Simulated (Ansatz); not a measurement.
Job for Ansatz (an electronic-structure program): U-CCSD(T)/def2-TZVPP on O2 (SMILES O=O).

Ansatz 0.2 input:
```yaml
crystal:
  periodic: [false, false, false]
  atoms:
    - {symbol: O, position_ang: [0.00000000, -0.00000000, 0.60215214]}
    - {symbol: O, position_ang: [-0.00000000, 0.00000000, -0.60215214]}
basis:
  gaussian:
    orbitals: def2-TZVPP
magnetization: {spin_polarized: true, initial_magnetization: 2}
correlation: {method: ccsd_t, electrons: outside_noble_gas}
scf: {omitted_lower_state_checks: [cluster_reference]}
```

Output:

```
WARN ansatz: RAYON_NUM_THREADS=4 ignored (pool sized by the plan → 4); use --threads N
Functional definition: HF
these checks for a lower state are left out or cut short: cluster_reference
integrals: 0.04 GiB planned
415 factors; integrals over basis functions are off by at most 1.1e-3 eV
mean field: 0.10 GiB planned
mean field evaluation 1: about -4072.3241 eV, gradient 1.4e1 eV
mean field evaluation 2: about -4072.3298 eV, gradient 1.4e1 eV
mean field evaluation 4: about -4073.0855 eV, gradient 1.6e0 eV
mean field evaluation 8: about -4073.1033 eV, gradient 1.4e-4 eV
mean field evaluation 16: about -4073.1025 eV, gradient 1.2e-1 eV
mean field -4073.10329303 eV, -149.6837851704 hartree, gradient 2.2e-6 eV, S^2 2.045319; 2 other end points of the search recorded, 0 dependent functions left out
2 core orbitals not correlated
reference -4073.10329303 eV, -149.6837851704 hartree; 7, 5 occupied and 53, 55 virtual orbitals, 415 factors
second order -11.72951777 eV of doubles, -0.00000000 eV of singles
coupled cluster: 0.19 GiB planned
cycle   1  -11.34184059 eV  change    3.9e-1 eV  update   8.2e-2
cycle   2  -11.73580279 eV  change   -3.9e-1 eV  update   2.4e-2
cycle   3  -11.80050553 eV  change   -6.5e-2 eV  update   1.1e-2
cycle   4  -11.79797523 eV  change    2.5e-3 eV  update   1.9e-3
cycle   5  -11.79726219 eV  change    7.1e-4 eV  update   4.7e-4
cycle   6  -11.79743074 eV  change   -1.7e-4 eV  update   1.3e-4
cycle   7  -11.79751932 eV  change   -8.9e-5 eV  update   3.7e-5
cycle   8  -11.79752944 eV  change   -1.0e-5 eV  update   9.4e-6
perturbative correction -0.47500953 eV, -0.0174562782 hartree
Total energy: -4085.37583200 eV, -150.1347926588 hartree
Checks for a lower state left out: cluster_reference
```

The calculation finished and met its thresholds.

Cost: around 3 core-seconds (rough).
